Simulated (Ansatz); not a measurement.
A run on H6O4SiSn, SMILES `O[Si](O)(O)[O][SnH3]` with other settings.

```yaml
crystal:
  periodic: [false, false, false]
  atoms:
    - {symbol: O, position_ang: [-1.899602, -0.902369, -0.738154]}
    - {symbol: Si, position_ang: [-0.908449, -0.183710, 0.344376]}
    - {symbol: O, position_ang: [0.023632, -1.375557, 0.975851]}
    - {symbol: O, position_ang: [-1.894296, 0.549686, 1.426430]}
    - {symbol: O, position_ang: [0.125725, 0.893145, -0.261929]}
    - {symbol: Sn, position_ang: [1.987588, 0.612025, -0.857419]}
    - {symbol: H, position_ang: [-2.713572, -0.437755, -0.936492]}
    - {symbol: H, position_ang: [-0.409986, -2.206791, 1.172224]}
    - {symbol: H, position_ang: [-1.508520, 1.271783, 1.923743]}
    - {symbol: H, position_ang: [2.310879, 2.015443, -1.765638]}
    - {symbol: H, position_ang: [2.023830, -0.804769, -1.798679]}
    - {symbol: H, position_ang: [2.939770, 0.513668, 0.549486]}
basis:
  gaussian: {orbitals: x2c-TZVPPall}
hamiltonian: {xc: {name: HF}}
correlation: {method: mp2}
accuracy: high
output: {forces: true}
```

```sh
$ ansatz run in.yaml --threads 4 --pin off --events-out ev --progress --plain --max-ram 11315MiB
```

It prints (some lines left out):

```
Functional definition: HF
5525 factors; integrals over basis functions are off by at most 2.2e-8 eV
mean field evaluation 1: about -184131.4856 eV, gradient 6.4e1 eV
mean field evaluation 2: about -184131.7200 eV, gradient 6.5e1 eV
mean field evaluation 4: about -184138.7218 eV, gradient 4.1e0 eV
mean field evaluation 8: about -184138.7980 eV, gradient 3.5e-1 eV
mean field evaluation 16: about -184138.7987 eV, gradient 4.7e-8 eV
mean field -184138.79865022 eV, -6766.9760366349 hartree, gradient 4.7e-8 eV, S^2 0.000000; 0 other end points of the search recorded, 0 dependent functions left out
27 core orbitals not correlated: weight in the atoms' cores, before any rotation towards them, 1.000 or more for the frozen orbitals, at most 0.000 for the correlated occupied ones
reference -184138.79865022 eV, -6766.9760366349 hartree; 24, 24 occupied and 259, 259 virtual orbitals, 5525 factors
second order -38.65066138 eV of doubles, -0.00000000 eV of singles
Total energy: -184177.44931159 eV, -6768.3964222421 hartree
Relativity: scalar
Atom 0 at    -1.899602    -0.902369    -0.738154 Å, force    -0.129149    -0.106639    -0.123798 eV/Å
Atom 1 at    -0.908449    -0.183710     0.344376 Å, force    -0.061222     0.005242     0.032901 eV/Å
Atom 2 at     0.023632    -1.375557     0.975851 Å, force     0.150332    -0.144867     0.057946 eV/Å
Atom 3 at    -1.894296     0.549686     1.426430 Å, force    -0.141749     0.087613     0.133186 eV/Å
Atom 4 at     0.125725     0.893145    -0.261929 Å, force     0.215423     0.172505    -0.111199 eV/Å
Atom 5 at     1.987588     0.612025    -0.857419 Å, force     0.202608    -0.026856    -0.065677 eV/Å
Atom 6 at    -2.713572    -0.437755    -0.936492 Å, force     0.028958     0.005947     0.013980 eV/Å
Atom 7 at    -0.409986    -2.206791     1.172224 Å, force    -0.018195     0.017882    -0.004854 eV/Å
Atom 8 at    -1.508520     1.271783     1.923743 Å, force     0.010233    -0.026312    -0.020893 eV/Å
Atom 9 at     2.310879     2.015443    -1.765638 Å, force    -0.063603    -0.286286     0.184342 eV/Å
Atom 10 at     2.023830    -0.804769    -1.798679 Å, force    -0.004292     0.284448     0.189482 eV/Å
Atom 11 at     2.939770     0.513668     0.549486 Å, force    -0.189345     0.017323    -0.285414 eV/Å
Dipole moment:     0.190770     0.092590    -0.002807 e Å
```

Run time 110 s (4 threads of an Arm Neoverse V1 on a shared host); peak host memory 3.4 GiB.
